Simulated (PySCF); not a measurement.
# Calculated NMR parameters of B1OCCO1

* Formula: C2H5BO2
* SMILES: B1OCCO1
* Carbon signals: 1
* Proton signals: 2

Molfile (atoms numbered from 1):
```
C2H5BO2
     RDKit          3D

 10 10  0  0  0  0  0  0  0  0999 V2000
   -0.0168    1.4732   -0.2087 B   0  0  0  0  0  0  0  0  0  0  0  0
    1.1132    0.7276   -0.3404 O   0  0  0  0  0  0  0  0  0  0  0  0
    0.7814   -0.6284   -0.0831 C   0  0  0  0  0  0  0  0  0  0  0  0
   -0.7277   -0.6147    0.2436 C   0  0  0  0  0  0  0  0  0  0  0  0
   -1.1172    0.7444    0.1201 O   0  0  0  0  0  0  0  0  0  0  0  0
   -0.0399    2.6621   -0.3677 H   0  0  0  0  0  0  0  0  0  0  0  0
    1.3924   -1.0016    0.7542 H   0  0  0  0  0  0  0  0  0  0  0  0
    1.0171   -1.2364   -0.9709 H   0  0  0  0  0  0  0  0  0  0  0  0
   -1.3179   -1.2297   -0.4541 H   0  0  0  0  0  0  0  0  0  0  0  0
   -0.9421   -0.9640    1.2663 H   0  0  0  0  0  0  0  0  0  0  0  0
  1  2  1  0
  2  3  1  0
  3  4  1  0
  4  5  1  0
  5  1  1  0
  1  6  1  0
  3  7  1  0
  3  8  1  0
  4  9  1  0
  4 10  1  0
M  END
```

- σ from GIAO-B3LYP/pcSseg-2
- J: B3LYP/pcJ-1 (spin–dipole term only in couplings to heteroatoms)
- PBE0-D3(BJ)/def2-SVP geometry
- code: PySCF 2.14
- non-relativistic Hamiltonian, no solvent model, equivalent nuclei averaged, one conformer

References, each an isolated molecule treated in the same way: TMS for 1H (σref 31.39), 13C (σref 179.19); BF3·OEt2 for 11B (σref 96.39); 17O (σref 325.85) against H2O.

| carbon | δC, type | δH (multiplicity, J in Hz) | HMBC from (abs. J ≥ 3 Hz) | span of the C tensor (ppm) |
| --- | --- | --- | --- | --- |
| C3/C4 | 70.5, CH2 | 4.22 (d, 1.0) | H6 | 86 |

Other nuclei:
```csv
atoms,nucleus,environment,δ (ppm),σ (ppm)
H6,1H,"hydrogen on a boron bonded to 2 O, in a 5-membered ring",4.03,27.36
B1,11B,"boron bonded to 2 O, H, in a 5-membered ring",27.6,68.8
O2/O5,17O,"oxygen bonded to C, B, in a 5-membered ring",135.5,190.4
```

Selected couplings (Hz, signed; the shortest-range and largest first, 30 at most; isotopes 11B, 1H, 13C): 1J(B1,H6) 192.0, 1J(C3,H7) 153.5, 3J(B1,H7) 2.1.

δC 70.5: sp3 CH2 bonded to O; deshielded by the electronegative neighbour. δH 4.22: hydrogen on an sp3 CH2 bonded to O; its carbon carries O, hence the downfield position. δH 4.03: hydrogen on a boron bonded to 2 O, in a 5-membered ring.

Hydrogens on boron are broadened and split by 11B (spin 3/2, 80 %) and 10B (spin 3). Multiplet labels drop couplings under 1 Hz and merge nearly equal ones. Shifts are as computed. Against solution values, carbons near 30 ppm lie about +3 ppm off and those near 130 ppm about +8 ppm. Of 1211 compounds with measured shifts, 218 miss one by over three times the rms of a fit or turn the order of signals round; such compounds aren't used in these exercises. Experimental scales use liquid or dissolved standards, which lie at an offset from isolated H2O (liquid H2O: subtract about 36 ppm).
